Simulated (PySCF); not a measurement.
Bond length, frequency and bond energy of BeGa by level of theory

State: ²Π (doublet), unpaired electrons π ↑. Set-up: basis Be 6-31G(d,p), Ga 6-31G(d,p); no relativity; PySCF 2.14. De refers to Be + Ga in their high-spin ground configurations, without counterpoise correction. The functionals are run spin-unrestricted. A positive dipole means Be(−)Ga(+). Levels whose curve was spin-contaminated or gave no clean fit are not listed.

```tsv
Level	Re (Å)	ωe (cm⁻¹)	De (eV)	μ (D)
LDA	2.349	387	1.19	-0.58
PBE	2.397	361	0.92	-0.33
r²SCAN	2.379	374	0.91	-0.58
PBE0	2.402	353	0.75	-0.50
M06	2.435	340	0.72	-0.32
MN15	2.434	305	0.70	-1.22
```

Question: What does the step from GGA to meta-GGA do here, going from PBE to r²SCAN?

Answer: r²SCAN less PBE: -1.8 pm in Re, +3.6 % in ωe, -0.01 eV in De. 

Spin–orbit coupling is left out. The state is the lowest determinant that a PBE0 search found; another state may lie lower at other levels.
